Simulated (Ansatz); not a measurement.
System: GeF4, charge 0, multiplicity 1. 
Structure (B3LYP-D3(BJ)/def2-TZVP (Ansatz, a program for electronic structure) minimum search):
```
Ge
F 1 1.7016
F 1 1.7016 2 109.47
F 1 1.7016 2 109.47 3 120.00
F 1 1.7016 2 109.47 3 -120.00
```
Charge 0, spin multiplicity 1.

Computed values are from Ansatz. Cores are frozen in the correlated levels unless marked. Open shells are spin-unrestricted. Spin-orbit coupling is left out. Frozen are the shells of the preceding noble gas and the d and f shells that filled before the atom's block. No relativistic terms. CBS(X,Y): correlation extrapolated as X^-3; Hartree-Fock from the larger set.

| Property | Result |
|---|---|
| atomisation energy De | 472.4 kcal/mol at CCSD(T)/CBS(cc-pVTZ,cc-pVQZ) |
| total energy | -2474.8516 Eh at CCSD(T)/CBS(cc-pVTZ,cc-pVQZ) |
| dipole moment | 0.00 D at CCSD(T)/aug-cc-pVDZ |
| T1 diagnostic | 0.012 at CCSD/cc-pVQZ |
